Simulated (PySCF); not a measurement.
An unknown shows these calculated signals:

1H NMR (600 MHz, computed): δ 5.30 (sept, 1H), 4.06 (s, 3H), 1.31 (d, 6H).

13C{1H} NMR (computed): δ 186.2 (C), 68.8 (CH), 23.9 (CH3).

Gas phase, averaged over atoms made equivalent by symmetry, fast rotation or ring inversion, one computed conformer, non-relativistic. GFN2-xTB structure; σ from GIAO-PBE0/pcSseg-1; PySCF 2.14.

Shifts are taken against calculated references (same method and geometry level): 1H and 13C vs TMS.

Q: Which of these does the molecule contain: a methoxy group, a (CH3)2CH unit, a Si–H bond, a heteroaromatic ring, a benzene ring?

A: 
- A methoxy group: no.
- A (CH3)2CH unit: yes (δC 23.9, 68.8; δH 1.31 (d), 5.30 (sept)).
- A Si–H bond: yes (δH 4.06 (s)).
- A heteroaromatic ring: no.
- A benzene ring: no.

The data belong to `CC(C)OC(=O)[SiH3]`, C$_{4}$H$_{10}$O$_{2}$Si; they needn't prove each group on their own.

Carbon signals by region: 1 in the far downfield region (above 160 ppm), 1 at 50–100 ppm, 1 below 50 ppm. Above 160 ppm: 186.2, carbonyl carbon.

Shifts are as computed. Against solution values, carbons near 30 ppm lie about +3 ppm off and those near 130 ppm about +5 ppm. Of 1211 compounds with measured shifts, 218 miss one by over three times the rms of a fit or turn the order of signals round; such compounds aren't used in these exercises. No couplings were computed; multiplicities are counted from neighbouring protons, with m where these are inequivalent, close in shift, in a saturated or five-membered ring or joined by F or P, and br s for small geminal =CH2 splittings.
